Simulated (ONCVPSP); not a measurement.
## Yb (Z = 70): one change to an ONCV potential, before and after

```json
{
 "Element": "ytterbium",
 "Generator": "ONCVPSP 4.0.1",
 "Type": "optimised norm-conserving Vanderbilt (ONCV)",
 "Functional": "PBE",
 "Relativity": "scalar-relativistic",
 "Frozen core": "[Kr] 4d10 4f13",
 "Valence charge": "11",
 "Reference configuration": "5s2 5p6 5d1 6s1.75 (charge +0.25)",
 "Partial waves": "5s+6s: rc 1.70 bohr, ncon 4, nbas 8, qcut 6.1 1/bohr, 2 projectors; 5p: rc 1.70 bohr, ncon 5, nbas 8, qcut 7.1 1/bohr, 2 projectors, debl 1.8 Ha; 5d: rc 3.35 bohr, ncon 3, nbas 8, qcut 5.3 1/bohr, 3 projectors, debl 3.6 Ha",
 "Local potential": "polynomial inside 1.45 bohr (lpopt 5, dvloc0 -1 Ha)",
 "Core correction": "Teter function fitted to the true core (icmod 2), fcfact 0.5"
}
```

Change: local potential polynomial inside 1.45 bohr (lpopt 5, dvloc0 4 Ha).

Cutoffs: the cutoffs (Ha) at which the residual kinetic energy of the hardest occupied pseudo-wave falls to 1 and 0.1 mHa per electron; they do not see the model core or the augmentation charge, which bear on the density cutoff. Errors are all-electron minus pseudo energies relative to the spin-unpolarised reference configuration.

Task: Predict the effect on cutoff, ghosts and configuration errors.

Result: The potential gets neither clearly harder nor softer (22 Ha and 39 Ha → 22 Ha and 39 Ha); the bound ghost in d disappears; of the 4 tests that both files solve, the error grows in 1 and shrinks in 2 by more than 15 % and 0.3 meV (median size 75.8 → 57.4 meV). In the separable form a ghost depends on how the local part lies against the semilocal potential of the channel, so the choice of the local part can create or remove one.

| quantity | base | changed |
| --- | --- | --- |
| cutoff, loose | 22 Ha | 22 Ha |
| cutoff, tight | 39 Ha | 39 Ha |
| bound ghosts | d | none |
| GHOST(+) flags under 300 eV | d at 75.8 eV, s at 156.7 eV | d at 236.4 eV |
| error for 5s2 5p6 5d1 6s2, meV [ΔE -1.30 eV] | -1.0 | +1.5 |
| error for 5s2 5p6 5d1 6s1, meV [ΔE 5.95 eV] | -20 | +15 |
| error for 5s2 5p6 5d1 6s0, meV [ΔE 19.06 eV] | -131 | +112 |
| error for 5s2 5p5 5d1 6s2, meV [ΔE 35.06 eV] | -550 | -99 |
| s: phases at 1.73 bohr within 0.05 rad from the reference energy up to (Ha; the scan ends near 5) | to the end of the scan | to the end of the scan |
| p: phases at 1.73 bohr within 0.05 rad from the reference energy up to (Ha; the scan ends near 5) | to the end of the scan | to the end of the scan |
| d: phases at 3.39 bohr within 0.05 rad from the reference energy up to (Ha; the scan ends near 5) | -0.0 | -0.1 |
| rms error of d²Exc/dni dnj with the model core, mHa | 0.67 | 0.66 |

 A true bound ghost makes a file unfit for plane-wave use even where its test errors are small: the radial tests pick states by their node count and pass the ghost by.
